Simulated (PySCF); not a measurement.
Si(F)2(OH)(SeH) (F2H2OSeSi), SMILES O[Si](F)(F)[SeH]. Coordinates come from a PBE-D3(BJ)/def2-SVP optimisation. This is a generated structure with no PubChem entry under its InChIKey; it may be hypothetical. One conformer was computed; it need not be the lowest.

Give the equilibrium geometry at PBE-D3(BJ)/def2-SVP (PySCF confirms it by a frequency run) as bond lengths and angles. (Estimate from the structure and the level; the computed values follow.)

Several could match; the one computed here: 
Atoms: O1 Si2 F3 F4 Se5 H6 H7. Bond lengths (Å): O1–Si2 1.652, O1–H6 0.973, Si2–F3 1.624, Si2–F4 1.619, Si2–Se5 2.267, Se5–H7 1.486. Bond angles (°): Si2–O1–H6 114.9, O1–Si2–F3 112.2, O1–Si2–F4 104.6, O1–Si2–Se5 114.8, F3–Si2–F4 107.2, F3–Si2–Se5 104.7, F4–Si2–Se5 113.3, Si2–Se5–H7 90.9.
Charge 0, spin multiplicity 1.
